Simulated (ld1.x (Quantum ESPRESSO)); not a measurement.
# What the settings do to the PAW potential of Sm (Z = 62)

Base potential:

- Element: Sm (Z = 62)
- Generator: ld1.x (Quantum ESPRESSO) 7.5
- Type: PAW
- Functional: PW91
- Relativity: scalar-relativistic
- Frozen core: [Kr] 4d10
- Valence charge: 16
- Reference configuration: 4f6 5s2 5p6 5d0 6s2 6p0
- Partial waves: 5s (bound): rcut 1.80, rcutus 2.10 bohr; 6s (bound): rcut 1.80, rcutus 2.10 bohr; 5p (bound): rcut 2.20, rcutus 2.35 bohr; 6p (bound, empty): rcut 2.20, rcutus 2.35 bohr; 5d (bound, empty): rcut 2.70, rcutus 3.20 bohr; 5d channel at 0.55 Ry: rcut 2.70, rcutus 3.20 bohr; 4f (bound): rcut 1.00, rcutus 1.25 bohr; 4f channel at 0.3 Ry: rcut 1.00, rcutus 1.25 bohr
- Local potential: all-electron potential smoothed inside 1.65 bohr (lloc = -2)
- Core correction: Bessel-smoothed model core inside 1.25 bohr
- Augmentation charge: PSQ, inside the norm-conserving radii

All-electron outer shells of the reference configuration (PW91, scalar-relativistic, ld1.x):

| shell | level (eV) | outermost node (bohr) | outermost maximum (bohr) |
| --- | --- | --- | --- |
| 4p | -247.48 | 0.30 | 0.56 |
| 4d | -128.84 | 0.28 | 0.59 |
| 5s | -43.32 | 0.69 | 1.27 |
| 5p | -23.27 | 0.73 | 1.43 |
| 6s | -3.62 | 1.70 | 3.66 |
| 4f | -2.53 | – | 0.61 |
| 5d | -1.72 | 0.84 | 2.17 |
| 6p | -1.24 | 2.06 | 4.94 |

Cutoffs, loose and tight: the cutoffs (Ry, on a coarse ladder) from which the occupation-weighted sum of valence levels, in a spherical-Bessel basis at the reference potential, stays within 10 and 1 mRy of its value at 400 Ry. They do not see the model core or the augmentation charge, which bear on the density cutoff. Test errors are all-electron minus pseudo excitation energies from the reference, over the configurations 4f6 5s2 5p6 5d0 6s1 6p0; 4f6 5s2 5p6 5d0 6s0 6p0; 4f5 5s2 5p6 5d0 6s0 6p0; 4f6 5s2 5p6 5d1 6s1 6p0; 4f5 5s2 5p6 5d1 6s2 6p0; 4f6 5s2 5p6 5d0 6s0 6p1; 4f6 5s2 5p6 5d0.5 6s1.5 6p0. A dash means not determined; rows that change the core or the reference have their own tests. The largest error is taken over the tests solved by every variant that gives reliable tests at all: 4f5 5s2 5p6 5d0 6s0 6p0; 4f6 5s2 5p6 5d0 6s0 6p0; 4f6 5s2 5p6 5d0 6s0 6p1; 4f6 5s2 5p6 5d0 6s1 6p0; 4f6 5s2 5p6 5d0.5 6s1.5 6p0; 4f6 5s2 5p6 5d1 6s1 6p0.

Cutoffs are not given where the Bessel-basis levels miss the radial ones by over 6 mRy, ghosts where they miss by over 20 mRy; a channel whose overlap is not positive is not tested.

A file whose overlap is not positive is unfit for use, and its test errors describe a broken file.

```tsv
change	outcome	cutoff, loose	cutoff, tight	bound ghosts	largest test error (meV)
base	generated	110 Ry	180 Ry	none	-13
waves 5d (bound): rcut 1.96, rcutus 2.08 bohr; 5d channel at 0.55 Ry: rcut 1.96, rcutus 2.08 bohr	generated	110 Ry	180 Ry	none	-13
waves 5d (bound): rcut 2.28, rcutus 2.42 bohr; 5d channel at 0.55 Ry: rcut 2.28, rcutus 2.42 bohr	generated	110 Ry	180 Ry	none	-13
waves 5d (bound): rcut 2.46, rcutus 2.60 bohr; 5d channel at 0.55 Ry: rcut 2.46, rcutus 2.60 bohr	generated	110 Ry	180 Ry	none	-13
waves 5d (bound): rcut 2.70, rcutus 2.90 bohr; 5d channel at 0.55 Ry: rcut 2.70, rcutus 2.90 bohr	generated	110 Ry	180 Ry	none	-13
waves 5d (bound): rcut 2.70, rcutus 3.26 bohr; 5d channel at 0.55 Ry: rcut 2.70, rcutus 3.26 bohr	generated	110 Ry	180 Ry	none	-13
waves 5d (bound): rcut 2.70, rcutus 3.60 bohr; 5d channel at 0.55 Ry: rcut 2.70, rcutus 3.60 bohr	generated, overlap not positive	–	–	not determined (overlap not positive)	-13
waves 5d (bound): rcut 2.70, rcutus 3.84 bohr; 5d channel at 0.55 Ry: rcut 2.70, rcutus 3.84 bohr	failed: find_q: too many iterations	–	–	–	–
waves 5d (bound): rcut 2.70, rcutus 4.22 bohr; 5d channel at 0.55 Ry: rcut 2.70, rcutus 4.22 bohr	generated, overlap not positive	–	–	not determined (overlap not positive)	-20
waves 5d (bound): rcut 2.70, rcutus 4.56 bohr; 5d channel at 0.55 Ry: rcut 2.70, rcutus 4.56 bohr	generated	110 Ry	180 Ry	none	-13
waves 5d (bound): rcut 2.70, rcutus 4.82 bohr; 5d channel at 0.55 Ry: rcut 2.70, rcutus 4.82 bohr	generated	110 Ry	180 Ry	none	-13
```

Reading the sweep of the d radius (base included, trends over the rows without a ghost): The loose cutoff stays near 110 Ry. The median size of the test errors (rows with all tests solved) stays near 1.8 meV. The generation fails at 3.84 bohr.
